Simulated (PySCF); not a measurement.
# Structure from 2D NMR

Compound of formula C₅H₅F₃OSi. Correlations simulated from computed shifts and the bond graph:

HSQC (one-bond C–H):
```tsv
δH	δC
7.74	151.8
7.06	117.1
```

COSY cross peaks (H two or three bonds apart, from the bond graph; peaks can be absent where the dihedral angle is near 90°):
```tsv
δH	δH
7.74	7.06
```

HMBC (two and three bonds, from the bond graph):
```tsv
δH	δC
7.74	157.9, 137.9, 117.1
7.06	157.9, 151.8, 137.9, 133.3
4.60	157.9, 137.9
```

Carbons without hydrogens: δ 157.9, 137.9, 133.3.

[PySCF 2.14.0 with density-fitted response routines: shielding tensors at PBE0/pcSseg-1 (GIAO); geometry: GFN2-xTB; no relativistic terms; rapidly exchanging positions averaged; gas phase; a single conformation]

Referencing at the same level of theory: TMS for ¹H (σ = 31.72 ppm) and ¹³C (σ = 186.93 ppm).

Exchangeable hydrogens are left out of these lists.

Q: Assemble the structure.

A: SMILES FC(F)(F)c1ccoc1[SiH3].

Mapped SMILES: `[F:1][C:2]([F:3])([F:4])[c:5]1[cH:6][cH:7][o:8][c:9]1[SiH3:10]`. Each H is labelled by its parent atom.

δC 157.9 is C9, a substituted aromatic carbon next to the ring oxygen. δC 151.8 is C7, an aromatic CH next to the ring oxygen (δH 7.74). δC 137.9 is C5, a substituted aromatic carbon. δC 133.3 is C2, a CF3 carbon. δC 117.1 is C6, an aromatic CH (δH 7.06). HMBC from δH 7.74 reaches the proton-free carbons C9, C5. HMBC from δH 7.06 reaches the proton-free carbons C9, C5, C2. HMBC from δH 4.60 reaches the proton-free carbons C9, C5. COSY links 7.74–7.06.

The data come from this structure; uniqueness wasn't tested.

Shifts are as computed. Against solution values, carbons near 30 ppm lie about +3 ppm off and those near 130 ppm about +5 ppm. Of 1211 compounds with measured shifts, 218 miss one by over three times the rms of a fit or turn the order of signals round; such compounds aren't used in these exercises.
